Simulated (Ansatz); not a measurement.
`[SiH3][Al]1[CH2][GaH]1` + `N=C=C(O)O` → `N=C=C(O)[SiH3]` + `[OH][Al]1[CH2][GaH]1`  (formal exchange of groups at the Si–Al bond)

Computed with Ansatz on PBE0-D4/def2-TZVP structures; ΔE is electronic, products minus reactants. CCSD(T)/CBS is the MP2 limit (def2-TZVPP, def2-QZVPP) plus CCSD(T) − MP2 in def2-TZVPP, frozen cores. For Ga outer-core shells are correlated without core-valence functions, which leaves a few kJ/mol of doubt a bond. Scalar relativity is left out up to krypton. Each species was taken in one conformer, which may not be the lowest.

| species | CCSD(T)/CBS(def2) energy (Eh) |
| --- | --- |
| `[SiH3][Al]1[CH2][GaH]1` | -2496.62662 |
| `N=C=C(O)O` | -282.86858 |
| `N=C=C(O)[SiH3]` | -497.98657 |
| `[OH][Al]1[CH2][GaH]1` | -2281.59000 |

Work out ΔE.

ΔE = (-497.98657) + (-2281.59000) − (-2496.62662) − (-282.86858) = -0.08137 Eh = -213.6 kJ/mol.

Largest T1 diagnostic among the species: 0.015.

From BLYP to BHLYP (50 % exact exchange), in def2-TZVPP and without D4, ΔE moves by −14.4 kJ/mol. Leaving LDA and LC-ωPBE aside and taking each functional with its dispersion term where it has one, the values, not all of them listed here, spread over 32.3 kJ/mol, from B2PLYP to PBE-D4. LDA lies +3.6 kJ/mol from PBE without D4.
